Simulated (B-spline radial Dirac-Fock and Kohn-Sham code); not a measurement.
Form factor and incoherent scattering function of Yb⁹⁺

System: the Yb⁹⁺ ion in the configuration [Kr] 4d10 4f12 5s2 5p1.

The computed values come from a B-spline atomic structure program: Dirac-Fock densities. f₀ is the Fourier transform of the spherical electron density, S the Waller-Hartree incoherent function, and s = sin θ/λ.

| s (Å⁻¹) | f₀ | S |
| --- | --- | --- |
| 0 | 61.000 | 0.000 |
| 0.08 | 60.190 | 0.835 |
| 0.09 | 59.979 | 1.047 |
| 0.11 | 59.488 | 1.531 |
| 0.14 | 58.594 | 2.386 |
| 0.17 | 57.526 | 3.358 |
| 0.21 | 55.874 | 4.770 |
| 0.26 | 53.527 | 6.603 |
| 0.32 | 50.447 | 8.759 |
| 0.4 | 46.178 | 11.424 |
| 0.49 | 41.501 | 14.155 |
| 0.6 | 36.308 | 17.263 |
| 0.73 | 31.108 | 20.706 |
| 0.9 | 25.814 | 24.761 |
| 1.11 | 21.258 | 29.113 |
| 1.36 | 17.859 | 33.622 |
| 1.67 | 15.229 | 38.224 |
| 2.06 | 12.687 | 42.452 |
| 2.53 | 9.949 | 45.962 |
| 3.1 | 7.417 | 48.982 |
| 3.81 | 5.653 | 51.702 |
| 4.69 | 4.620 | 54.086 |
| 5.76 | 3.758 | 56.062 |

f₀ starts at the number of electrons, 61, and has fallen to half at s ≈ 0.75 Å⁻¹. The sum of ⟨r²⟩ over the electrons is 17.44 bohr².
